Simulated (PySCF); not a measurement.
# Which determinant of KN lies lowest?

Unrestricted PBE0; PySCF, no relativity, basis sets K def2-SVP, N def2-SVP. Outer shells of the fragments: K 4s1; N 2s2 2p3.

Followed along the bond (rough minima from three points):

| 2Ms+1 | unpaired | ⟨S²⟩ at the start | R at minimum (Å) | Te (eV) |
| --- | --- | --- | --- | --- |
| 3 | π ↑↑ | 2.28 | 2.63 | 0.00 |
| 3 | σ ↑, π ↑ | 2.04 | 2.33 | 0.16 |
| 1 | π ↑↓ | 1.00 | 2.54 | 0.68 |
| 1 | σ ↓, π ↑ | 1.00 | 2.33 | 0.73 |
| 5 | σ ↑↑, π ↑↑ | 6.00 | none in the scan | ≤ 0.90 |

Solutions found at the starting distance of 2.600 Å, counted from the lowest of them; the search is not exhaustive and high or unbound solutions are not listed, so other states can lie among these:

| 2Ms+1 | unpaired | term | E (eV) | ⟨S²⟩ | ⟨Lz²⟩ | μ (D) |
| --- | --- | --- | --- | --- | --- | --- |
| 3 | π ↑↑ | ³Σ⁻ | 0.00 | 2.28 | 0.00 | -5.32 |
| 3 | σ ↑, π ↑ | ³Π | 0.34 | 2.04 | 1.01 | -8.88 |
| 1 | π ↑↓ | mixed | 0.68 | 1.00 | 2.01 | -7.75 |
| 1 | σ ↓, π ↑ | mixed | 0.92 | 1.00 | 1.03 | -9.08 |
| 5 | σ ↑↑, π ↑↑ | ⁵Σ⁻ | 1.01 | 6.00 | 0.00 | 2.60 |
| 3 | σ ↑↑, π ↑↓ | mixed | 2.24 | 3.00 | 2.01 | 2.76 |
| 1 | σ ↓↓, π ↑↑ | mixed | 2.26 | 2.00 | 0.00 | 2.95 |
| 1 | none | mixed | 2.31 | 0.00 | 2.00 | -8.03 |
| 5 | σ ↑, π ↑↑↑ | ⁵Π | 2.47 | 6.00 | 1.00 | 0.72 |
| 3 | σ ↑, π ↑↑↓ | mixed | 3.69 | 3.00 | 3.01 | 0.72 |
| 3 | σ ↑, π ↑ | ³Π | 4.03 | 2.00 | 1.00 | 2.48 |
| 1 | σ ↓, π ↑ | mixed | 4.05 | 1.00 | 1.00 | 2.71 |

A term symbol is given only where ⟨S²⟩ and ⟨Lz²⟩ are close to those of a pure state; real π, δ and φ orbitals otherwise mix terms. A positive dipole means K(−)N(+).

Problem. Compare the gap between the two lowest followed solutions at the starting distance with the gap between their minima.

Solution. At PBE0 the second solution (triplet, unpaired electrons σ ↑, π ↑) lies +0.34 eV from the first (triplet, unpaired electrons π ↑↑) at 2.600 Å and +0.16 eV at the minima; the two curves relax by different amounts, since their minima lie near 2.33 and 2.63 Å.

Counting both spins, an empty level lies below a filled one in some of these solutions, because spin and occupation are held.
